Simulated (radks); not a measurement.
Pd II, configuration [Ar] 3d10 4s1.75 4p6 4d9.25 (fractional occupations, a model configuration). All-electron calculation, Dirac Kohn-Sham, RPBE, spin-unpolarised, spherical densities, point nucleus; open shells fill j = l - 1/2 first. Program: a radial shooting solver on a logarithmic mesh with Libxc functionals.

Normalised radial functions P(r) = r R(r) (large component), r in bohr:

r	4s1/2
0.001979	0.0796
0.002661	0.1017
0.003577	0.1284
0.004809	0.1594
0.006466	0.1933
0.008693	0.2266
0.01169	0.2528
0.01571	0.2613
0.02113	0.2370
0.02863	0.1601
0.0385	0.0235
0.05176	-0.1636
0.06958	-0.3494
0.09355	-0.4327
0.1258	-0.2993
0.1691	0.0763
0.2274	0.5134
0.3057	0.6510
0.411	0.2329
0.5525	-0.5505
0.7429	-1.1329
0.9988	-1.1171
1.343	-0.6793
1.805	-0.2627
2.427	-0.0616
3.263	-0.0079
4.388	-0.0005
5.899	0.0000
7.931	0.0000
10.66	0.0000

4s1/2: eigenvalue -96.972 eV, 3 radial nodes at r = 0.0401, 0.161, 0.452 bohr, <r> = 0.945 bohr, 90 % of the charge inside 1.37 bohr.
